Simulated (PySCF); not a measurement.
# Computed properties of C2H6BNO, SMILES C1COB1N

C2H6BNO, SMILES NB1OCC1. Coordinates come from a B3LYP-D3(BJ)/def2-SVP optimisation. The structure was generated by enumeration, and PubChem lists no compound with its InChIKey, so it may never have been made. The values are those of a single conformer. All values are computed for the isolated molecule unless a solvent is named; none is compared with measurement here.

**Structure.** The optimised structure has Cs symmetry. All 27 harmonic modes at B3LYP-D3(BJ)/def2-SVP (PySCF) are real, so it is a minimum. With heavy atoms numbered as in [NH2:1][B:2]1[CH2:3][CH2:4][O:5]1, the shortest bond between them is B2–O5 at 1.386 Å and the longest B2–C3 at 1.595 Å.

**Vibrations.** The strongest infrared lines (harmonic, unscaled, degenerate partners summed) lie at 1609 cm⁻¹ (347 km/mol, H 44 %, B 29 %, N 24 %), 382 cm⁻¹ (135 km/mol, H 82 %, B 9 %), 1454 cm⁻¹ (110 km/mol, H 63 %, B 31 %). The softest mode is at 154 cm⁻¹ and the zero-point energy is 56.4 kcal/mol.

**Electronic structure.** M06-2X/def2-TZVP (PySCF) places the frontier levels at -9.01 and 1.46 eV, a gap of 10.47 eV, and gives a dipole moment of 1.70 D and a mean polarisability of 46.2 bohr³. PBE/def2-TZVP (PySCF) at the same geometry gives -6.06 and 0.21 eV, so its gap is 4.20 eV narrower. An orbital gap is neither the optical nor the fundamental gap.

**Excitations.** TDA-CAM-B3LYP/def2-SVPD (PySCF) has S1 at 6.80 eV (182 nm, f = 0.026, weak); the most intense of the 10 singlets computed lies at 8.51 eV (f = 0.17). T1 (TDA) is at 6.55 eV, 0.25 eV under S1. TDA-PBE/def2-SVPD (PySCF) puts S1 at 5.90 eV. No vertical singlet excitation falls in the visible range (under 3.1 eV).

**NMR.** GIAO shifts at KT2/pcSseg-1 (PySCF) (non-relativistic, atoms alike by connectivity averaged): ¹³C from 16.5 to 72.6 ppm against TMS; ¹H from 1.9 to 4.8 ppm against TMS; ¹¹B at 20.4 ppm against BF3.
